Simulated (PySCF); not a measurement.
**A thermochemical cycle for SrF**

CCSD(T) in PySCF with def2-SVPD on every atom (core potentials on Sr), for the lowest determinant that a PBE0 search found; no spin–orbit coupling. SrF, a doublet (σ ↑), has De = 5.48 eV to neutral atoms, and SrF⁺, a singlet (closed shell), has De = 5.61 eV to Sr⁺ + F.

At the same level the Sr atom ionises at 5.55 eV.

Q: What is the adiabatic ionisation energy of the molecule, and does ionisation strengthen or weaken the bond?

A: IE = IE(Sr) + De(neutral) − De(ion) = 5.55 + 5.48 − 5.61 = 5.42 eV. De changes by +0.13 eV, so ionisation strengthens the bond.

Correlated steps freeze 1 core orbital. Correlated levels converge slowly with the basis: in double zeta they bind strong bonds too weakly, by up to about 1 eV, and carry superposition errors of some tenths. For an ion De counts to the pair picked by the measured ionisation energies or electron affinities, which need not be the lowest pair at this level. Where the molecule has an RHF reference, its open-shell atoms are computed with UHF. States were picked by a PBE0 search and need not be the measured ground states.
